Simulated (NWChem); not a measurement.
Molecule: C3H4ClF; SMILES C/C(Cl)=C\F

```xyz
9

C     -1.6283    -0.1751     0.0000
C     -0.1539     0.0197     0.0000
Cl     0.4112     1.6616     0.0000
C      0.7597    -0.9534     0.0000
F      0.4024    -2.2358     0.0000
H     -2.0820     0.2924     0.8879
H     -1.8671    -1.2469     0.0000
H     -2.0820     0.2924    -0.8879
H      1.8397    -0.7905     0.0000
```
Atoms are numbered in this order, from 1.

Program: NWChem. All runs use the structure optimised with PBE0/def2-SVP. Level: PBE/def2-SVP with COSMO at NWChem's default radii, gas-phase geometry; the question gives the dielectric constant.

Q: Estimate the computed values for dielectric constant 20.7. Quantities: electrostatic solvation energy (kcal/mol); dipole in solution (D).

A: 
- electrostatic solvation energy (kcal/mol) = -1.8
- dipole in solution (D) = 0.59
